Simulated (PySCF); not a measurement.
Here is a job for PySCF.
```python
from pyscf import gto, scf, dft

mol = gto.M(
    atom='''
Si    0.12440612   -0.18391630   -0.37683989
Cl    1.50515032    1.25655079   -0.66630454
Cl    0.44971124   -1.32167878    1.21149830
N    -1.35084791    0.63571935   -0.21823300
C    -2.58865234   -0.05890784    0.12767463
H     0.21053062   -1.05784462   -1.67629844
H    -1.47634079    1.47831630   -0.72769517
H    -3.18694149    0.71867724    0.74763025
H    -3.19275170   -0.25132826   -0.65811654
H    -2.43554025   -0.84407388    0.78379382
''',
    basis='sto-3g',
    verbose=4,
)

mf = dft.RKS(mol)
mf.xc = 'pbe0'
mf.kernel()
g = mf.nuc_grad_method()
grad = g.kernel()
```

### Question
What does this run give for the HOMO energy, number of basis functions, HOMO-LUMO gap, nuclear repulsion energy, Mulliken (on the basis functions themselves) charges in atom order, dipole moment?

### Answer

```yaml
HOMO energy: -4.65 eV
number_of_basis_functions: 42
HOMO-LUMO gap: 8.39 eV
nuclear_repulsion_energy: 366.6531 Eh
Mulliken (on the basis functions themselves) charges in atom order: Si1 0.93, Cl2 -0.33, Cl3 -0.31, N4 -0.50, C5 -0.19, H6 -0.09, H7 0.20, H8 0.08, H9 0.10, H10 0.11
dipole_moment: 3.21 D
```
